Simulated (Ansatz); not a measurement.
Abridged output of a molecular run in Ansatz:

```
Functional definition: HF
922 factors; integrals over basis functions are off by at most 1.1e-3 eV
mean field evaluation 1: about -54929.7495 eV, gradient 3.8e1 eV
mean field evaluation 2: about -54929.7506 eV, gradient 3.8e1 eV
mean field evaluation 4: about -54933.0787 eV, gradient 3.0e0 eV
mean field evaluation 8: about -54933.1112 eV, gradient 1.4e-4 eV
mean field -54933.11123698 eV, -2018.7546029588 hartree, gradient 8.3e-7 eV, S^2 0.000000; 0 other end points of the search recorded, 0 dependent functions left out
11 core orbitals not correlated: weight in the atoms' cores, before any rotation towards them, 1.000 or more for the frozen orbitals, at most 0.000 for the correlated occupied ones
reference -54933.11123698 eV, -2018.7546029588 hartree; 14, 14 occupied and 65, 65 virtual orbitals, 922 factors
second order -14.73261640 eV of doubles, -0.00000000 eV of singles
cycle   1  -14.80702393 eV  change   -7.4e-2 eV  update   9.9e-2
cycle   2  -15.28186107 eV  change   -4.7e-1 eV  update   3.0e-2
cycle   3  -15.37990217 eV  change   -9.8e-2 eV  update   1.7e-2
cycle   4  -15.37321300 eV  change    6.7e-3 eV  update   4.9e-3
cycle   5  -15.37299205 eV  change    2.2e-4 eV  update   2.3e-3
cycle   6  -15.37209322 eV  change    9.0e-4 eV  update   6.7e-4
cycle   7  -15.37202839 eV  change    6.5e-5 eV  update   2.4e-4
cycle   8  -15.37202071 eV  change    7.7e-6 eV  update   5.6e-5
cycle   9  -15.37201892 eV  change    1.8e-6 eV  update   1.7e-5
perturbative correction -0.45397797 eV, -0.0166833828 hartree
Total energy: -54948.93723387 eV, -2019.3361976172 hartree
```

Its atoms:

```xyz
9

C    -0.234   -0.502    1.389
Ga   -0.592    0.211   -0.404
N     0.823    0.492   -1.513
H    -0.755   -1.452    1.533
H    -0.600    0.186    2.154
H     0.833   -0.665    1.552
H    -1.996    0.572   -0.996
H     0.741    0.853   -2.448
H     1.780    0.306   -1.268
```

Question: Which basis set was used?
A. def2-TZVPPD
B. def2-QZVPP
C. cc-pV(Q+d)Z
D. def2-SVP

Answer: D. It gives 90 functions.

Question: Write the keys of the input that set method, charge and spin (a neutral closed shell needs none for the last two).

Answer: 
```yaml
correlation: {method: ccsd_t}
```
